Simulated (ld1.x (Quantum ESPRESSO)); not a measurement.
## Nd, TM semilocal: configuration errors across variants

ld1.x (Quantum ESPRESSO) 7.5 input, shortened:

```
&input
   title='Nd', zed=60., rel=1, dft='PBESOL', iswitch=3,
   config='[Xe] 4f4 5d1 6s1 6p0'
 /
 &inputp
   pseudotype=1, tm=.true., lloc=0,
   nlcc=.false.
 /
4
5P  2  1   6.00   0.00  2.20  2.20  0.0
5D  3  2   1.00   0.00  4.15  4.15  0.0
4F  4  3   4.00   0.00  1.05  1.05  0.0
5S  1  0   2.00   0.00  1.70  1.70  0.0
 &test
   configts(1)='4f4 5s2 5p6 5d1 6s1 6p0'
 /
```

Occupied shells without a wave of their own: 6s. They enter only through the test configuration that unscreens the potential.

All-electron excitation energies from the reference (eV): (1) 4f4 5s2 5p6 5d0 6s2 6p0 -1.714; (2) 4f4 5s2 5p6 5d0 6s1 6p0 4.103; (3) 4f4 5s2 5p6 5d0 6s0 6p0 14.793; (4) 4f4 5s2 5p6 5d0 6s0 6p1 7.074; (5) 4f3 5s2 5p6 5d0 6s0 6p0 37.282; (6) 4f4 5s2 5p5 5d0 6s2 6p0 25.138; (7) 4f5 5s2 5p6 5d0 6s0 6p0 6.588.

In the semilocal form every listed channel keeps its own potential, so the choice of the local channel does not act on these tests. It acts once the file is put into the separable form.

A semilocal file is local in each channel, so a ghost entry of none says nothing of the separable form that plane-wave codes build from it.

For the base: The 6s level has no wave, so the channel is fitted at the deeper level alone: the likely source of the large errors.

On the changes marked as counting shells twice: ld1.x takes every shell without a wave as core, so the model core holds the marked electrons as well and exchange and correlation see them twice. This cancels in the reference configuration, but the file is broken for other ones, and its errors say nothing about a proper core correction.

Tests that are not counted but printed errors over 1 eV. “core correction a·sin(br)/r model core inside 0.80 bohr (6s counted twice)”: 4f4 5s2 5p6 5d0 6s0 6p1 (solver errors, printed error -7.7 eV). “all radii scaled by about 1.35 (s 2.28, p 2.96, d 5.58, f 1.42 bohr)”: 4f4 5s2 5p6 5d0 6s0 6p1 (pseudo-atom not self-consistent, printed error -832 eV); 4f5 5s2 5p6 5d0 6s0 6p0 (pseudo-atom not self-consistent, printed error -861 eV).

3 further variants failed, have other tests or another functional or relativity, and are left out.

The file “wave 5s (bound): rc 1.70 bohr becomes 5s (bound): rc 2.14 bohr” misses its own reference levels by 0.4 eV. The file “all radii scaled by about 1.35 (s 2.28, p 2.96, d 5.58, f 1.42 bohr)” misses its own reference levels by 0.6 eV.

Errors AE − PS in meV (a dash: test not solved or not reliable):

| change | (1) | (2) | (3) | (4) | (5) | (6) | (7) | bound ghosts |
| --- | --- | --- | --- | --- | --- | --- | --- | --- |
| base | +82 | +12 | -118 | -6082 | +3.7 | +184 | -162 | none |
| wave 5d (bound): rc 4.15 bohr becomes 5d (bound): rc 5.16 bohr | +104 | +52 | -41 | -6004 | +272 | +314 | -207 | none |
| wave 5s (bound): rc 1.70 bohr becomes 5s (bound): rc 2.14 bohr | +424 | +11 | -773 | -7965 | -1073 | +850 | -469 | none |
| core correction a·sin(br)/r model core inside 0.80 bohr (6s counted twice) | +68 | -47 | -498 | – | -524 | +149 | -385 | none |
| wave 4f (bound): rc 1.05 bohr becomes 4f (bound): rc 0.98 bohr | +81 | +9.1 | -125 | -6088 | -21 | +176 | -172 | none |
| type RRKJ, which also changes the form from semilocal to separable; rho0 0.01 | +92 | +24 | -98 | -56 | +33 | +236 | -225 | none |
| all radii scaled by about 1.35 (s 2.28, p 2.96, d 5.58, f 1.42 bohr) | +712 | +81 | -1114 | – | -1235 | +1550 | – | none |
| wave 5d (bound): rc 4.15 bohr becomes 5d (bound): rc 5.42 bohr | +111 | +69 | -4.8 | -5969 | +377 | +361 | -217 | none |
| wave 5d (bound): rc 4.15 bohr becomes 5d (bound): rc 4.74 bohr | +94 | +32 | -81 | -6045 | +144 | +254 | -190 | none |

(1) Give the same row for: wave 5p (bound): rc 2.20 bohr becomes 5p (bound): rc 1.86 bohr.

## Answers

(1) +82, +13, -117, -7163, -61, +177, -178; bound ghosts: none.
